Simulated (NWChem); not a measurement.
Molecule: CH3Li; SMILES [Li][CH3]

```xyz
5

Li     0.0000     0.0000    -1.5788
C      0.0000     0.0000     0.3835
H      0.7156     0.7156     0.8121
H      0.2619    -0.9775     0.8121
H     -0.9775     0.2619     0.8121
```
Atoms are numbered in this order, from 1.

Level: PBE0-D3(BJ)/def2-TZVP (NWChem), optimised geometry, unscaled harmonic frequencies. 

```csv
frequency (cm⁻¹),IR intensity (km/mol)
445,179.7
445,179.7
641,30.6
1098,0.3
1439,2.8
1439,2.8
2986,65.9
3057,43.7
3057,43.7
```

| Quantity | Result |
|---|---|
| zero-point energy | 20.9 kcal/mol |
| thermal correction to the enthalpy at 298.15 K (with zero-point energy) | 23.7 kcal/mol |
| heat capacity Cv | 10.1 cal/(mol K) |
| entropy at 298.15 K and 1 atm (symmetry number 3) | 54.0 cal/(mol K) |
| dipole moment | 5.64 D |

Rigid rotor and harmonic oscillator.
